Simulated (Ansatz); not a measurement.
`NCBF` + HCl → `NCBCl` + H–F  (ligand exchange at a B–F bond)

Program: Ansatz. Geometries: PBE0-D4/def2-TZVP. ΔE: electronic, gas phase. CCSD(T)/CBS is the MP2 limit (def2-TZVPP, def2-QZVPP) plus CCSD(T) − MP2 in def2-TZVPP, frozen cores. This one scheme is used for every species. DFT in def2-TZVPP. HSE06 is defined as in plane-wave codes. Each species was taken in one conformer, which may not be the lowest.

```csv
level,ΔE (kcal/mol)
HSE06-D4,9.9
B2PLYP,12.3
HSE06,10.6
BHLYP,13.8
CAM-B3LYP,14.1
HF/def2-SVP,16.0
HF/def2-TZVPP,15.3
MP2/CBS(def2),8.5
```

Q: What does CCSD(T)/CBS give? (An estimate is asked.)

A: Ansatz gave: +10.1 kcal/mol. The listed levels differ from it by -0.2, 2.2, 0.5, 3.7, 4.0, 5.9, 5.2, -1.6 kcal/mol.

Largest T1 diagnostic among the species: 0.011.

Leaving LDA and LC-ωPBE aside and taking each functional with its dispersion term where it has one, the values, not all of them listed here, spread over 4.4 kcal/mol, from revPBE-D4 to CAM-B3LYP-D4. In def2-TZVPP, CCSD(T) changes the Hartree–Fock value by −4.2 kcal/mol (the triples alone add −0.8 kcal/mol) and MP2 by −5.8 kcal/mol.
